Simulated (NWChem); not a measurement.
System: C₂H₂ClF; SMILES C=C(F)Cl

NWChem input:

```
start job
memory heap 200 mb stack 900 mb global 1100 mb
geometry units angstroms noautosym nocenter noautoz
  C     -1.188045     1.153339     0.000000
  C     -0.062954     0.452261     0.000000
  F      1.146332     1.012952     0.000000
  Cl     0.034149    -1.284300     0.000000
  H     -2.151455     0.662429     0.000000
  H     -1.140337     2.236200     0.000000
end
basis spherical
  * library 6-31g*
end
dft
  xc b3lyp
  iterations 150
end
cosmo
  do_cosmo_smd true
  solvent water
end
task dft energy
```

Parts of the log:

```
             Northwest Computational Chemistry Package (NWChem) 7.3.0
             --------------------------------------------------------

                             Geometry "geometry" -> ""
                             -------------------------

 Output coordinates in angstroms (scale by  1.889725989 to convert to a.u.)

  No.       Tag          Charge          X              Y              Z
 ---- ---------------- ---------- -------------- -------------- --------------
    1 C                    6.0000    -1.18804500     1.15333900     0.00000000
    2 C                    6.0000    -0.06295400     0.45226100     0.00000000
    3 F                    9.0000     1.14633200     1.01295200     0.00000000
    4 Cl                  17.0000     0.03414900    -1.28430000     0.00000000
    5 H                    1.0000    -2.15145500     0.66242900     0.00000000
    6 H                    1.0000    -1.14033700     2.23620000     0.00000000

 Effective nuclear repulsion energy (a.u.)     148.5321521154

                                 NWChem DFT Module
                                 -----------------

 Summary of "ao basis" -> "ao basis" (spherical)
 ------------------------------------------------------------------------------
       Tag                 Description            Shells   Functions and Types
 ---------------- ------------------------------  ------  ---------------------
 C                           6-31g*                  6       14   3s2p1d
 F                           6-31g*                  6       14   3s2p1d
 Cl                          6-31g*                  8       18   4s3p1d
 H                           6-31g*                  2        2   2s

 in cosmo_initialize ...
 calling solv_data for solv:h2o

 solvent parameters
 solvname_short: h2o
 solvname_long:  water
 dielec:       78.4000
 dielecinf:     1.7769
 aqueous SMD model solvent descriptors
 dielec:       78.4000
 sola:          0.8200

          ---------------
          -cosmo- solvent
          ---------------
 Cosmo: York-Karplus, doi: 10.1021/jp992097l
 dielectric constant -eps-     =  78.40
 screen = (eps-1)/(eps    )    =   0.98724
 surface charge correction     = lagrangian

   van der Waals surface
 --------------------------

 ---------- ATOMIC COORDINATES (A.U.) ------------ VDWR(ANG.) --
     1   -2.24507951    2.17949468    0.00000000     1.850
     2   -0.11896581    0.85464937    0.00000000     1.850
     3    2.16625337    1.91420172    0.00000000     1.730
     4    0.06453225   -2.42697509    0.00000000     2.380
     5   -4.06566043    1.25180930    0.00000000     1.200
     6   -2.15492446    4.22580526    0.00000000     1.200
 number of segments per atom =        128
 number of   points per atom =        128
 atom (   nspa,  nppa )
 ----------------------
    1 (     64,     0 )       0
    2 (     22,     0 )       0
    3 (     78,     0 )       0
    4 (    102,     0 )       0
    5 (     50,     0 )       0
    6 (     54,     0 )       0
 number of -cosmo- surface points =      370
 molecular surface =    107.591 angstrom**2
 molecular volume  =     93.675 angstrom**3
 -lineq- algorithm             =   0
 -bem- low  level              =   3
 -bem- from -octahedral-
 gaussian surface charge width =   4.50000
 degree of switching           =   1.00000
 switching function tolerance  =   0.00010
 atomic radii =
 --------------
    1  6.000  1.850
    2  6.000  1.850
    3  9.000  1.730
    4 17.000  2.380
    5  1.000  1.200
    6  1.000  1.200
 ...... end of -cosmo- initialization ......

 nat:                     6
 ixmem:                  2111
 calling mnsol_interface()
 G(SMD-CDS) energy (kcal/mol)  =     3.503
 SMD-CDS SASA (angstrom**2)    =   114.554

[...]

                                COSMO-SMD solvation results
                                ---------------------------

             internal energy in gas <Psi(g)|H|Psi(g)> =      -637.408634547133
         internal energy in solvent <Psi(s)|H|Psi(s)> =      -637.408138905548
                               delta internal energy  =         0.000495641585 (    0.31 kcal/mol)
   total free energy in solvent <Psi(s)|H+V/2|Psi(s)> =      -637.411773177048
 polarization energy contribution <Psi(s)|V/2|Psi(s)> =        -0.003634271500 (   -2.28 kcal/mol)
    total free energy in solvent including G(SMD-CDS) =      -637.406190096244
                       G(SMD-CDS) energy contribution =         0.005583080803 (    3.50 kcal/mol)
     1 M fixed-concentration free energy of solvation =         0.002444450889 (    1.53 kcal/mol)

                       DFT Final Molecular Orbital Analysis
                       ------------------------------------

 Vector   18  Occ=2.000000D+00  E=-3.619103D-01
              MO Center=  1.4D-01, -7.2D-01, -7.9D-09, r^2= 2.1D+00
   Bfn.  Coefficient  Atom+Function         Bfn.  Coefficient  Atom+Function
  ----- ------------  ---------------      ----- ------------  ---------------
    51      0.628950  4 Cl pz                55      0.324660  4 Cl pz
    33     -0.273791  3 F  pz                47     -0.245989  4 Cl pz
    37     -0.203544  3 F  pz                19      0.167452  2 C  pz
     5      0.100350  1 C  pz                23      0.084168  2 C  pz
     9      0.060328  1 C  pz                57      0.025861  4 Cl d -1

 Vector   19  Occ=2.000000D+00  E=-3.369747D-01
              MO Center=  2.3D-02, -1.1D+00,  1.2D-09, r^2= 1.7D+00
   Bfn.  Coefficient  Atom+Function         Bfn.  Coefficient  Atom+Function
  ----- ------------  ---------------      ----- ------------  ---------------
    49      0.716920  4 Cl px                53      0.369795  4 Cl px
    45     -0.278611  4 Cl px                32      0.155256  3 F  py
    36      0.112987  3 F  py                 4     -0.106810  1 C  py
     6      0.075727  1 C  s                 63     -0.066882  6 H  s
    64     -0.064113  6 H  s                 21      0.052954  2 C  px

 Vector   20  Occ=2.000000D+00  E=-2.613599D-01
              MO Center= -4.9D-01,  4.8D-01, -2.9D-09, r^2= 2.4D+00
   Bfn.  Coefficient  Atom+Function         Bfn.  Coefficient  Atom+Function
  ----- ------------  ---------------      ----- ------------  ---------------
     5      0.399703  1 C  pz                51     -0.349785  4 Cl pz
    19      0.341219  2 C  pz                 9      0.308948  1 C  pz
    33     -0.216252  3 F  pz                55     -0.212360  4 Cl pz
    23      0.186709  2 C  pz                37     -0.172183  3 F  pz
    47      0.133910  4 Cl pz

 Vector   21  Occ=0.000000D+00  E= 8.371170D-03
              MO Center= -5.7D-01,  7.1D-01,  1.9D-09, r^2= 2.1D+00
   Bfn.  Coefficient  Atom+Function         Bfn.  Coefficient  Atom+Function
  ----- ------------  ---------------      ----- ------------  ---------------
     9      0.610230  1 C  pz                23     -0.590991  2 C  pz
    19     -0.510228  2 C  pz                 5      0.401076  1 C  pz
    37      0.185201  3 F  pz                33      0.182610  3 F  pz
    55      0.182508  4 Cl pz                51      0.154755  4 Cl pz
    57     -0.071396  4 Cl d -1              47     -0.057719  4 Cl pz

 Vector   22  Occ=0.000000D+00  E= 2.566324D-02
              MO Center= -6.4D-02, -6.7D-01,  1.4D-09, r^2= 2.6D+00
   Bfn.  Coefficient  Atom+Function         Bfn.  Coefficient  Atom+Function
  ----- ------------  ---------------      ----- ------------  ---------------
    20      1.280012  2 C  s                 54     -0.952102  4 Cl py
    52     -0.712244  4 Cl s                 22     -0.624618  2 C  py
    18     -0.450001  2 C  py                50     -0.438390  4 Cl py
    64      0.258208  6 H  s                 48     -0.215393  4 Cl s
    16      0.199625  2 C  s                 62     -0.195219  5 H  s

 Vector   23  Occ=0.000000D+00  E= 1.198623D-01
              MO Center= -5.2D-01,  7.3D-01, -1.5D-10, r^2= 3.3D+00
   Bfn.  Coefficient  Atom+Function         Bfn.  Coefficient  Atom+Function
  ----- ------------  ---------------      ----- ------------  ---------------
    62      1.003941  5 H  s                 64     -0.694554  6 H  s
    21      0.685188  2 C  px                34     -0.610534  3 F  s
    20      0.591834  2 C  s                  8      0.469958  1 C  py
     7      0.445239  1 C  px                35      0.376284  3 F  px
    17      0.334828  2 C  px                31      0.296996  3 F  px

     Multipole analysis of the density
     ---------------------------------

     L   x y z        total         alpha         beta         nuclear
     -   - - -        -----         -----         ----         -------
     0   0 0 0     -0.000000    -20.000000    -20.000000     40.000000

     1   1 0 0     -0.589256     -0.388864     -0.388864      0.188472
     1   0 1 0      0.381687      0.364984      0.364984     -0.348282
     1   0 0 1      0.000000      0.000000      0.000000      0.000000

     2   2 0 0    -20.540987    -57.173084    -57.173084     93.805181
     2   1 1 0     -1.250500      4.128398      4.128398     -9.507296
     2   1 0 1      0.000000      0.000000      0.000000      0.000000
     2   0 2 0    -20.184711   -102.801977   -102.801977    185.419243
     2   0 1 1     -0.000000     -0.000000     -0.000000      0.000000
     2   0 0 2    -22.344237    -11.172119    -11.172119      0.000000
```

Level: B3LYP/6-31G* (spherical d), SMD on the gas-phase geometry. All runs use the structure optimised with B3LYP/6-31G* (spherical d). Solvent: water.
